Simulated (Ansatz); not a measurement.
Basis-set series for `[F][Al]([Cl])[SeH]`. The species carries charge 0 and has multiplicity 1. All single points use the PBE0-D4/def2-TZVP geometry. It is one conformer, not always the lowest.

```
functional       basis  functions  energy (Eh)  HOMO (eV)  LUMO (eV)
   PBE0-D4  def2-TZVPP        177  -3204.25227      -7.86      -1.13
   PBE0-D4  def2-QZVPP        316  -3204.32991      -7.88      -1.26
   ωB97M-V  def2-TZVPP        177  -3204.69951      -9.99       0.56
   ωB97M-V  def2-QZVPP        316  -3204.77411     -10.01       0.25
```

(1) Give the rows for def2-SVP. (An estimate is asked.)

Answers

(1) Ansatz gave: 
| functional | basis | functions | energy (Eh) | HOMO (eV) | LUMO (eV) |
| --- | --- | --- | --- | --- | --- |
| PBE0-D4 | def2-SVP | 87 | -3203.58448 | -7.75 | -0.94 |
| ωB97M-V | def2-SVP | 87 | -3204.03340 | -9.85 | 0.77 |

Positive LUMOs are unbound and depend on the basis. Scalar relativity is left out up to krypton.
